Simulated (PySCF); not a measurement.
Electron correlation in Pm³⁺ (promethium, charge +3)

[Xe] 4f4, one real determinant. All numbers are calculated (PySCF 2.14, scalar relativity by spin-free X2C-1e, in cc-pVDZ-X2C). Frozen: [Kr] 4d10; 12 electrons correlated.

MP2 pair energies summed by pair of shells (mhartree):

```csv
pair,energy,share (%)
5p-5p,-123.62,45.1
4f-5p,-75.20,27.4
5s-5p,-33.46,12.2
4f-4f,-22.14,8.1
4f-5s,-13.50,4.9
5s-5s,-6.24,2.3
```

Total MP2 correlation energy: -274.16 mhartree.

Same-spin part -96.08 and opposite-spin part -178.08 mhartree; SCS-MP2 scales them by 1/3 and 6/5 to -245.73 mhartree.

The reference is one real determinant that mixes LS terms of this configuration.
